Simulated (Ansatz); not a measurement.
Geometry optimisation, RKS B3LYP-D4/def2-mTZVP (Ansatz 0.2.0).

input.yaml

```yaml
crystal:
  periodic: [false, false, false]
  atoms:
    - { symbol: Ge, position_ang: [-0.412407, 0.206017, -0.397097] }
    - { symbol: Cl, position_ang: [-0.391254, -0.876529, 2.858681] }
    - { symbol: H, position_ang: [1.003291, 0.330447, 0.185965] }
    - { symbol: H, position_ang: [-0.489492, 1.023574, -1.704138] }
    - { symbol: C, position_ang: [-0.926989, -1.661197, -0.725068] }
    - { symbol: H, position_ang: [-0.892977, -2.239932, 0.195925] }
    - { symbol: H, position_ang: [-1.935785, -1.709821, -1.135039] }
    - { symbol: H, position_ang: [-0.242668, -2.11183, -1.444269] }
    - { symbol: H, position_ang: [-1.398413, 0.875863, 0.59549] }
    - { symbol: H, position_ang: [-1.051006, 0.123107, 2.26265] }
basis:
  gaussian: { orbitals: def2-mTZVP }
hamiltonian:
  xc: b3lyp
  dispersion: d4
relax:
  f_tol: 0.03
  max_steps: 50
output:
  orbitals: {}
```

Launched with:

```bash
$ ansatz run input.yaml --threads 2 --pin off --max-ram 3072MiB --backend cpu --events-out ev --progress --plain --runs-dir out
```

**Question.** Where does it end, and by what steps?

**Answer.** It converged. The force dipped under the threshold on the way, but the program's further checks kept it going. After 25 steps the energy has fallen by 0.102 eV; Cl2 moved furthest, 0.95 Å.

```tsv
step	energy less start (eV)	largest force component (eV/Å)	accepted
0	0.0000	0.714	yes
1	-0.0636	0.528	yes
2	-0.0838	0.428	yes
3	0.0153	0.717	no
4	-0.0919	0.104	yes
5	-0.0942	0.124	yes
6	-0.0963	0.043	yes
7	-0.0967	0.040	yes
8	-0.0898	0.475	no
9	-0.0985	0.007	yes
10	-0.0971	0.250	no
11	-0.0992	0.035	yes
12	-0.0997	0.049	yes
13	-0.1001	0.086	yes
14	-0.1006	0.059	yes
15	-0.1010	0.060	yes
16	-0.1013	0.057	yes
17	-0.1014	0.085	yes
18	-0.1017	0.058	yes
19	-0.1019	0.034	yes
20	-0.1018	0.032	no
21	-0.1019	0.009	yes
22	-0.1021	0.015	yes
23	-0.1021	0.043	yes
24	-0.1022	0.035	yes
25	-0.1023	0.019	yes
```

```xyz
10
Properties=species:S:1:pos:R:3
Ge -0.285 0.271 -0.578
Cl -1.247 -1.030 3.249
H 1.247 0.422 -0.532
H -0.842 1.075 -1.768
C -0.820 -1.618 -0.666
H -0.455 -2.160 0.206
H -1.906 -1.708 -0.696
H -0.411 -2.086 -1.562
H -0.852 0.913 0.718
H -1.168 -0.117 2.322
```

Run time: 69 s on 2 threads of Arm Neoverse V1 (shared host), peak memory 0.21 GiB.
